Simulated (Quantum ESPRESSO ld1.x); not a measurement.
Q: The table gives one normalised radial function P(r) = r R(r) of Kr34+ in [He] (r in bohr). All-electron calculation, non-relativistic Kohn-Sham, LDA (Slater exchange, Perdew-Zunger correlation), spin-polarised, spherical densities, point nucleus. Program: ld1.x of Quantum ESPRESSO 7.5.

r             P
0.0022    0.8689
0.002561  0.9984
0.002981  1.1449
0.00347   1.3096
0.00404   1.4936
0.004703  1.6979
0.005475  1.9224
0.006374  2.1669
0.007361  2.4152
0.00857   2.6923
0.009977  2.9798
0.01161   3.2709
0.01352   3.5561
0.01574   3.8231
0.01832   4.0571
0.02133   4.2409
0.02483   4.3559
0.02891   4.3836
0.03366   4.3080
0.03918   4.1187
0.04562   3.8134
0.0531    3.4016
0.06182   2.9055
0.07197   2.3597
0.08378   1.8072
0.09754   1.2928
0.1135    0.8541
0.1322    0.5145
0.1539    0.2783

Which n and l does it have? It may be an empty orbital.

A: n = 1, l = 0: the number of nodes gives n - l - 1 = 0, the rise at small r (about r^(l+1)) gives l, and the extent must fit the shell. The curve is that of 1s. 1s: eigenvalue -16770.7 eV, 0 radial nodes, <r> = 0.0422 bohr, 90 % of the charge inside 0.0749 bohr.
